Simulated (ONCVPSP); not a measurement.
**PBE ONCV dataset for O (Z = 8), fully relativistic all-electron reference.**

The input file (ONCVPSP 4.0.1):

```
# ATOM AND REFERENCE CONFIGURATION
# atsym  z   nc   nv     iexc    psfile
  O 8.00    1    2        4      upf
#
#   n    l    f
    1    0    2.00
    2    0    2.00
    2    1    4.00
#
# PSEUDOPOTENTIAL AND OPTIMIZATION
# lmax
    2
#
#   l,   rc,      ep,       ncon, nbas, qcut
    0    0.95    0.00    3    7    5.90
    1    1.25    0.00    4    9   14.00
    2    1.05    0.42    3    7    7.80
#
# LOCAL POTENTIAL
# lloc, lpopt,  rc(5),   dvloc0
    4    3    0.65    6.00
#
# VANDERBILT-KLEINMAN-BYLANDER PROJECTORs
# l, nproj, debl
    0    2    1.50
    1    2    1.90
    2    2    0.60
#
# MODEL CORE CHARGE
# icmod, fcfact, rcfact
    3    3.00    1.60
#
# LOG DERIVATIVE ANALYSIS
# epsh1, epsh2, depsh
   -2.00    5.00    0.02
#
# OUTPUT GRID
# rlmax, drl
    6.00    0.01
#
# TEST CONFIGURATIONS
# ncnf
    4
# nvcnf
#   n    l    f
    2
    2    0    2.00
    2    1    3.00
#
    2
    2    0    2.00
    2    1    2.00
#
    2
    2    0    2.00
    2    1    1.00
#
    2
    2    0    2.00
    2    1    3.50
#
```

Command:

```bash
oncvpspr.x < O.dat > O.out
```

The program printed (shortened: citation, most of the input echo, consistency checks and plot data are left out):

```
ONCVPSP  (Optimized Norm-Conservinng Vanderbilt PSeudopotential)
relativistic version 4.0.1

#   n    l    f        energy (Ha)
    1    0    2.00    -1.8914265D+01
    2    0    2.00    -8.8054739D-01
    2    1    4.00    -3.3140112D-01    -3.3274406D-01

Reference configufation results
  iterations    21
  all-electron total energy (Ha)   -7.50018389D+01

Begin loop to  construct optimized pseudo wave functions
and semi-local pseudopoentials for all angular momenta

   Wellstate for l =  0  n =  3 kap= -1
     eigenvalue =   0.6195
     asymptotic potential =   1.1195
     half-point radius =  3.0926

Calculating optimized projector #   1

 for l=   0

    Fraction of norm inside rc  0.413479
    Optimizing pswf for qcut=   5.90 a_B^-1,  ecut=  17.38 Ha
    Residual kinetic energy error=  6.91D-03 Ha

    Energy error per electron        Cutoff
         Ha          eV             Ha
         0.01000     0.27211       15.16
         0.00100     0.02721      116.15
         0.00010     0.00272      202.99

Calculating optimized projector #   2

 for l=   0

    Fraction of norm inside rc  0.086766
    Optimizing pswf for qcut=   5.90 a_B^-1,  ecut=  17.38 Ha
    Residual kinetic energy error=  2.64D-03 Ha

    Energy error per electron        Cutoff
         Ha          eV             Ha
         0.01000     0.27211        5.91
         0.00100     0.02721       22.49
         0.00010     0.00272      132.00
         0.00001     0.00027      287.19

   Wellstate for l =  1  n =  4 kap= -2
     eigenvalue =   1.5686
     asymptotic potential =   2.0686
     half-point radius =  3.9722

Calculating optimized projector #   1

 for l=   1

    Fraction of norm inside rc  0.586787
    Optimizing pswf for qcut=  14.00 a_B^-1,  ecut=  98.02 Ha
    Residual kinetic energy error=  1.87D-09 Ha

    Energy error per electron        Cutoff
         Ha          eV             Ha
         0.01000     0.27211       36.25
         0.00100     0.02721       49.74
         0.00010     0.00272       61.29
         0.00001     0.00027       71.10

Calculating optimized projector #   2

 for l=   1

    Fraction of norm inside rc  0.077850
    Optimizing pswf for qcut=  14.00 a_B^-1,  ecut=  98.02 Ha
    Residual kinetic energy error=  1.15D-09 Ha

    Energy error per electron        Cutoff
         Ha          eV             Ha
         0.01000     0.27211       32.10
         0.00100     0.02721       47.14
         0.00010     0.00272       60.12
         0.00001     0.00027       70.99

   Wellstate for l =  1  n =  4 kap=  1
     eigenvalue =   1.5673

Calculating optimized projector #   1

 for l=   1

    Fraction of norm inside rc  0.587937
    Optimizing pswf for qcut=  14.00 a_B^-1,  ecut=  98.02 Ha
    Residual kinetic energy error=  1.98D-09 Ha

    Energy error per electron        Cutoff
         Ha          eV             Ha
         0.01000     0.27211       36.30
         0.00100     0.02721       49.80
         0.00010     0.00272       61.33
         0.00001     0.00027       71.14

Calculating optimized projector #   2

 for l=   1

    Fraction of norm inside rc  0.077792
    Optimizing pswf for qcut=  14.00 a_B^-1,  ecut=  98.02 Ha
    Residual kinetic energy error=  1.16D-09 Ha

    Energy error per electron        Cutoff
         Ha          eV             Ha
         0.01000     0.27211       32.15
         0.00100     0.02721       47.19
         0.00010     0.00272       60.16
         0.00001     0.00027       71.03

   Wellstate for l =  2  n =  3 kap= -3
     eigenvalue =   0.4200
     asymptotic potential =   0.9200
     half-point radius =  5.8373

   Wellstate for l =  2  n =  4 kap= -3
     eigenvalue =   1.0200
     asymptotic potential =   1.5200
     half-point radius =  5.4390

Calculating optimized projector #   1

 for l=   2

    Fraction of norm inside rc  0.002608
    Optimizing pswf for qcut=   7.79 a_B^-1,  ecut=  30.34 Ha
    Residual kinetic energy error=  3.50D-06 Ha

    Energy error per electron        Cutoff
         Ha          eV             Ha
         0.01000     0.27211        1.89
         0.00100     0.02721        6.93
         0.00010     0.00272       16.04
         0.00001     0.00027       25.89

Calculating optimized projector #   2

 for l=   2

    Fraction of norm inside rc  0.012245
    Optimizing pswf for qcut=   7.79 a_B^-1,  ecut=  30.34 Ha
    Residual kinetic energy error=  2.04D-05 Ha

    Energy error per electron        Cutoff
         Ha          eV             Ha
         0.01000     0.27211        5.53
         0.00100     0.02721       13.77
         0.00010     0.00272       23.84
         0.00001     0.00027       33.90

   Wellstate for l =  2  n =  3 kap=  2
     eigenvalue =   0.4200

   Wellstate for l =  2  n =  4 kap=  2
     eigenvalue =   1.0200

Calculating optimized projector #   1

 for l=   2

    Fraction of norm inside rc  0.002610
    Optimizing pswf for qcut=   7.79 a_B^-1,  ecut=  30.34 Ha
    Residual kinetic energy error=  3.51D-06 Ha

    Energy error per electron        Cutoff
         Ha          eV             Ha
         0.01000     0.27211        1.89
         0.00100     0.02721        6.93
         0.00010     0.00272       16.05
         0.00001     0.00027       25.90

Calculating optimized projector #   2

 for l=   2

    Fraction of norm inside rc  0.012252
    Optimizing pswf for qcut=   7.79 a_B^-1,  ecut=  30.34 Ha
    Residual kinetic energy error=  2.05D-05 Ha

    Energy error per electron        Cutoff
         Ha          eV             Ha
         0.01000     0.27211        5.54
         0.00100     0.02721       13.78
         0.00010     0.00272       23.85
         0.00001     0.00027       33.92

Construct Vanderbilt / Kleinmman-Bylander projectors

B matrix Hermiticity error, ll=  0  kap= -1
   1   2    8.2253D-05

  Orthonormal projector coefficients  1.9197E+01  4.1126E+00

B matrix Hermiticity error, ll=  1  kap= -2
   1   2   -8.1679D-05

  Orthonormal projector coefficients -8.0913E+00 -9.5758E-01

B matrix Hermiticity error, ll=  1  kap=  1
   1   2   -8.1807D-05

  Orthonormal projector coefficients -8.1055E+00 -9.5986E-01

B matrix Hermiticity error, ll=  2  kap= -3
   1   2    4.8498D-07

  Orthonormal projector coefficients -4.3553E+01 -1.1213E+00

B matrix Hermiticity error, ll=  2  kap=  2
   1   2    4.8515D-07

  Orthonormal projector coefficients -4.3292E+01 -1.1190E+00

 Orthonormal scalar projector coefficients, l =  1
 -8.0960E+00 -9.5834E-01 -2.9398E-07 -6.4345E-08

 Orthonormal spin-orbit projector coefficients, l =  1
  9.7101E-03  1.7623E-03 -4.0479E-04 -8.4755E-05

 Orthonormal scalar projector coefficients, l =  2
 -4.3448E+01 -1.1204E+00 -1.4220E-06 -4.1758E-07

 Orthonormal spin-orbit projector coefficients, l =  2
 -1.0607E-01  1.1556E-03 -4.8630E-04  2.1552E-04

Model core correction analysis
  based on d2Exc/dn_idn_j

d2excae - all-electron derivatives

   -4.219111D-02   -3.594549D-02
   -3.594635D-02   -3.467058D-02

d2excps - pseudofunction derivatives with no core correction

   -5.274720D-02   -4.718555D-02
   -4.718751D-02   -4.573955D-02

rms 2nd derivative error    1.103014E-02

rmatch, rhocmatch    0.3722   12.5517

Teter function model core charge with specified parameters

d2excps - pseudofunction derivatives with core correction

   -5.095189D-02   -4.618216D-02
   -4.618346D-02   -4.445327D-02

rms 2nd derivative error    9.772927E-03

Pseudoatom total energy  -15.846019

Diagnostic tests using Vanderbilt-Kleinman-Bylander pseudopotentials
  relativistic with J = L +/- 1/2 projectors

   l  kap   rcore       rmatch      e in        delta e    norm test   slope test

   0  -1   0.9519825   0.9808868  -0.8805474   0.0001808   1.0000892   1.0009631
   0  -1   0.9519825   0.9808868   0.6194526   0.0004229   1.0001808   1.0001808

   1  -2   1.2535339   1.2915939  -0.3314011  -0.0000083   1.0000365   1.0000593
   1   1   1.2535339   1.2915939  -0.3327441   0.0000004   1.0000403   1.0000323
   1  -2   1.2535339   1.2915939   1.5685989  -0.0000004   1.0001449   1.0001449
   1   1   1.2535339   1.2915939   1.5681834  -0.0000001   1.0001444   1.0001444

   2  -3   1.0538885   1.0858868   0.4200000  -0.0001825   1.0000856   1.0000856
   2   2   1.0538885   1.0858868   0.4199925  -0.0001595   1.0000871   1.0000871
   2  -3   1.0538885   1.0858868   1.0200000  -0.0002017   1.0000960   1.0000960
   2   2   1.0538885   1.0858868   1.0199806  -0.0001804   1.0000974   1.0000974

Diagnostic tests using Vanderbilt-Kleinman-Bylander pseudopotentials
  relativistic with scalar and spin-orbit non-local projectors

   l  kap   rcore       rmatch      e in        delta e    norm test   slope test

   0  -1   0.9519825   0.9808868  -0.8805474   0.0001808   1.0000892   1.0009631
   0  -1   0.9519825   0.9808868   0.6194526   0.0004229   1.0001808   1.0001808

   1  -2   1.2535339   1.2915939  -0.3314011  -0.0000082   1.0000365   1.0000595
   1   1   1.2535339   1.2915939  -0.3327441   0.0000005   1.0000403   1.0000324
   1  -2   1.2535339   1.2915939   1.5685989  -0.0000004   1.0001449   1.0001449
   1   1   1.2535339   1.2915939   1.5681834  -0.0000001   1.0001444   1.0001444

   2  -3   1.0538885   1.0858868   0.4200000  -0.0001816   1.0000856   1.0000856
   2   2   1.0538885   1.0858868   0.4199925  -0.0001586   1.0000871   1.0000871
   2  -3   1.0538885   1.0858868   1.0200000  -0.0002008   1.0000960   1.0000960
   2   2   1.0538885   1.0858868   1.0199806  -0.0001795   1.0000974   1.0000974

Ghost test for J = L + 1/2

 Testing for bound ghosts
   n   l    E NL Schr. Eq   E Basis Diag.   E Cutoff

   1   0       -0.880367       -0.852859    206.20

   2   1       -0.331409       -0.319053    250.95

 Testing for highly-localized positive-energy ghosts
       l    <radius>/rc     E Basis Diag.   E Cutoff

       2        0.733691      121.374745    229.07  WARNING - GHOST(+)

Ghost test for J = L - 1/2

 Testing for bound ghosts
   n   l    E NL Schr. Eq   E Basis Diag.   E Cutoff

   1   0       -0.880367       -0.852859    206.20

   2   1       -0.332744       -0.320479    250.95

 Testing for highly-localized positive-energy ghosts
       l    <radius>/rc     E Basis Diag.   E Cutoff

       2        0.743034      121.445034    229.07  WARNING - GHOST(+)

Test configuration 0

   n   l kap    f        eae           eps        diff
   1   0  -1  2.0000  -18.91426535
   2   0  -1  2.0000   -0.88054739   -0.88036655    1.81E-04
   2   1  -2  2.6667   -0.33140112   -0.33140940   -8.28E-06
   2   1   1  1.3333   -0.33274406   -0.33274364    4.20E-07

    Total energies and differences
      AE_ref= -7.50018389E+01  AE_tst= -7.50018389E+01  dif=  0.00E+00
      PS_ref= -1.58460192E+01  PS_tst= -1.58460192E+01  dif= -3.73E-14
      PSP excitation error=  3.73E-14

Test configuration 1

   n   l kap    f        eae           eps        diff
   1   0  -1  2.0000  -19.60766053
   2   0  -1  2.0000   -1.45757749   -1.45783349   -2.56E-04
   2   1  -2  2.0000   -0.89794343   -0.89702895    9.14E-04
   2   1   1  1.0000   -0.89956225   -0.89862697    9.35E-04

    Total energies and differences
      AE_ref= -7.50018389E+01  AE_tst= -7.43980245E+01  dif=  6.04E-01
      PS_ref= -1.58460192E+01  PS_tst= -1.52425268E+01  dif=  6.03E-01
      PSP excitation error=  3.22E-04

Test configuration 2

   n   l kap    f        eae           eps        diff
   1   0  -1  2.0000  -20.49623481
   2   0  -1  2.0000   -2.14413701   -2.14437034   -2.33E-04
   2   1  -2  1.3333   -1.58841494   -1.58391843    4.50E-03
   2   1   1  0.6667   -1.59035246   -1.58580731    4.55E-03

    Total energies and differences
      AE_ref= -7.50018389E+01  AE_tst= -7.31637608E+01  dif=  1.84E+00
      PS_ref= -1.58460192E+01  PS_tst= -1.40106585E+01  dif=  1.84E+00
      PSP excitation error=  2.72E-03

Test configuration 3

   n   l kap    f        eae           eps        diff
   1   0  -1  2.0000  -21.56436875
   2   0  -1  2.0000   -2.92115450   -2.91960886    1.55E-03
   2   1  -2  0.6667   -2.38630404   -2.37250430    1.38E-02
   2   1   1  0.3333   -2.38860793   -2.37470702    1.39E-02

    Total energies and differences
      AE_ref= -7.50018389E+01  AE_tst= -7.11841247E+01  dif=  3.82E+00
      PS_ref= -1.58460192E+01  PS_tst= -1.20395309E+01  dif=  3.81E+00
      PSP excitation error=  1.12E-02

Test configuration 4

   n   l kap    f        eae           eps        diff
   1   0  -1  2.0000  -19.23505874
   2   0  -1  2.0000   -1.15360241   -1.15364750   -4.51E-05
   2   1  -2  2.3333   -0.59766739   -0.59741730    2.50E-04
   2   1   1  1.1667   -0.59914326   -0.59887993    2.63E-04

    Total energies and differences
      AE_ref= -7.50018389E+01  AE_tst= -7.47708490E+01  dif=  2.31E-01
      PS_ref= -1.58460192E+01  PS_tst= -1.56150788E+01  dif=  2.31E-01
      PSP excitation error=  4.95E-05
```

The run took about 6.7 s on one core of a shared server CPU.
